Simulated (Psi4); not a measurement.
Complex: HF (SMILES F) (first 2 atoms) with HBr (SMILES Br); geometry from B3LYP-D3(BJ)/def2-TZVP, rigid monomers moved along the line of their centres of mass till F1···H4 is 2.38 Å.
(charge 0, multiplicity 1):
```json
[
 {"atom": "F", "x (Å)": "-0.3622", "y (Å)": "0.1354", "z (Å)": "0.3694"},
 {"atom": "H", "x (Å)": "-0.2203", "y (Å)": "-0.7743", "z (Å)": "0.2652"},
 {"atom": "Br", "x (Å)": "-0.0143", "y (Å)": "0.9962", "z (Å)": "4.0406"},
 {"atom": "H", "x (Å)": "-0.1862", "y (Å)": "0.8847", "z (Å)": "2.6254"}
]
```

The numbers are results of SAPT0/aug-cc-pVDZ run with Psi4 1.11, not measurements.

Q: Give the four SAPT terms and the total, and say what mostly holds the pair together.

A: electrostatics -10.2, exchange 5.5, induction -1.8, dispersion -3.1, total -9.6 kJ/mol; the largest attraction is electrostatics.
